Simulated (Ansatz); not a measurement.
System: sum formula SiICl$_{2}$ (charge 0, doublet). It need not be the lowest isomer of its formula. 
Coordinates optimised at B3LYP-D3(BJ)/def2-TZVP (Ansatz, a first-principles code):
SMILES: Cl[Si](Cl)I
```xyz
4

Cl    -1.7953     1.7596    -0.1714
Si    -0.9301     0.0475     0.5879
Cl    -1.9548    -1.5823    -0.1536
I      1.4486    -0.0694    -0.0510
```
Charge 0, spin multiplicity 2.

Total electronic energies in hartree. Valence correlation only, unless marked. UHF or UKS for open shells. No spin-orbit coupling. The frozen core is the preceding noble-gas configuration, with the filled d and f shells of earlier blocks. In def2 rows, elements after Kr have scalar-relativistic effective core potentials. STO-3G rows are all-electron and non-relativistic. CBS marks a two-point X^-3 extrapolation of the correlation energy; Hartree-Fock from the larger set. The bracket is a focal-point correction in the basis named.

| level | program | energy (Eh) |
|---|---|---|
| HF/STO-3G | Ansatz | -8045.57301 |
| HF/def2-TZVPPD | Ansatz | -1504.74191 |
| HF/def2-QZVPP | Ansatz | -1504.77615 |
| BLYP-D3(BJ)/def2-TZVPD | Ansatz + dftd3 | -1507.69839 |
| BLYP-D4/def2-TZVPD | Ansatz + dftd4 | -1507.69781 |
| revPBE-D3(BJ)/def2-TZVPD | Ansatz + dftd3 | -1507.57106 |
| r2SCAN-D3(BJ)/def2-TZVPD | Ansatz + dftd3 | -1507.77963 |
| B3LYP-D4/def2-TZVPD | Ansatz + dftd4 | -1507.89353 |
| PBE0-D3(BJ)/def2-TZVPD | Ansatz + dftd3 | -1507.34178 |
| BHLYP-D4/def2-TZVPD | Ansatz + dftd4 | -1507.70404 |
| r2SCANh/def2-TZVPD | Ansatz | -1507.76271 |
| CAM-B3LYP-D4/def2-TZVPD | Ansatz + dftd4 | -1507.78132 |
| wB97M-V/def2-TZVPD | Ansatz | -1507.66348 |
| B2GP-PLYP/def2-TZVPD | Ansatz | -1506.87623 |
| B2PLYP-D4/def2-TZVPD | Ansatz + dftd4 | -1507.09175 |
| MP2/CBS(def2-TZVPP,def2-QZVPP) | Ansatz | -1505.4980 |
| RI-MP2/def2-TZVPPD | Ansatz | -1505.34998 |
| RI-MP2/def2-QZVPPD | Ansatz | -1505.44863 |
| SCS-MP2/def2-TZVPPD | Ansatz | -1505.33561 |
| CCSD/CBS(def2-TZVPP,def2-QZVPP) | Ansatz | -1505.5382 |
| CCSD(T)/def2-QZVPPD | Ansatz | -1505.52914 |
| RI-MP2/CBS(def2-TZVPPD,def2-QZVPPD)+[CCSD(T)-MP2]/def2-SVPD | Ansatz | -1505.5490 |
| CCSD(T)/CBS(def2-TZVPPD,def2-QZVPPD) | Ansatz | -1505.5774 |

Totals of different functionals don't rank their quality; only differences between species are comparable.
